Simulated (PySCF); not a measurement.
A structure optimised at B3LYP-D3(BJ)/def2-SVP, used in a PySCF frequency run:

```xyz
5

Ta     0.0000     0.0000    -0.0102
S      0.0000     0.0000    -2.1638
Cl     1.8940    -1.0935     0.6935
Cl    -1.8940    -1.0935     0.6935
Cl     0.0000     2.1870     0.6935
```
Charge 0, spin multiplicity 1.

### Question
Write its SMILES, formula and point group.

### Answer
[S]=[Ta]([Cl])([Cl])[Cl], Cl3STa, C3v

### Question
What are its rotational constants (standard atomic weights)?

### Answer
1.1093, 1.1093, 0.99356 GHz
